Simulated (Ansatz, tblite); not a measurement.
Cost and result up the ladder for Ga4O12H12, a hydroxylated oxide cluster (28 atoms). The state is a singlet with charge 0. Geometry: r2SCAN-D4/def2-SVP.

```tsv
atom	x (Å)	y (Å)	z (Å)
Ga1	1.063	-0.420	-0.723
Ga2	1.877	-0.031	2.053
Ga3	-1.452	1.747	-0.892
Ga4	-1.772	-1.444	-0.706
O5	0.206	-0.105	2.814
O6	2.000	-1.438	0.753
O7	3.203	0.137	3.234
O8	2.290	-0.507	-2.064
O9	-3.034	-2.682	-0.512
O10	-0.654	-0.576	0.469
O11	-0.169	-1.876	-1.573
O12	1.632	1.049	0.541
O13	-0.845	2.298	0.735
O14	-2.617	0.206	-1.098
O15	-0.010	0.905	-1.750
O16	-2.267	2.957	-1.932
H17	0.157	-0.239	3.767
H18	1.711	-2.334	0.966
H19	4.061	0.306	2.827
H20	3.154	-0.793	-1.746
H21	-2.693	-3.584	-0.552
H22	-0.588	-0.546	1.463
H23	-0.030	-1.900	-2.530
H24	0.889	1.700	0.628
H25	-1.000	1.652	1.440
H26	-3.356	0.319	-1.711
H27	0.557	1.369	-2.382
H28	-2.314	3.829	-1.520
```

Ansatz on 2 threads of AMD EPYC 7R13 on a shared host and a share (18 GiB) of an NVIDIA H100 80GB HBM3; xTB runs through tblite on one thread. Times are rough, summed over both states, and most runs start from the orbitals of an earlier one. PBE0-D4/def2-TZVP serves as the yardstick here, not as an exact answer. The other state is a doublet.

The xTB rows come from tblite. Single mean-field runs in def2-TZVP are fitted with def2-universal-jkfit.

Run but left out: PBE-D4/def2-TZVP (charge +1 doublet: an occupied level 0.08 eV above an empty one).

Raw xTB energies of ions are shifted by several eV.

```json
{"level": "GFN2-xTB", "functions": "96", "wall time": "0.14 s", "vertical IE (eV)": "14.40", "difference from PBE0-D4/def2-TZVP (eV)": "4.75"}
{"level": "GFN1-xTB", "functions": "108", "wall time": "0.16 s", "vertical IE (eV)": "13.90", "difference from PBE0-D4/def2-TZVP (eV)": "4.25"}
{"level": "BHLYP-D4/def2-TZVP (with forces)", "functions": "636", "wall time": "20 s", "vertical IE (eV)": "9.98", "difference from PBE0-D4/def2-TZVP (eV)": "0.33"}
{"level": "PBE0-D4/def2-TZVP", "functions": "636", "wall time": "21 s", "vertical IE (eV)": "9.65", "difference from PBE0-D4/def2-TZVP (eV)": "0.00"}
```
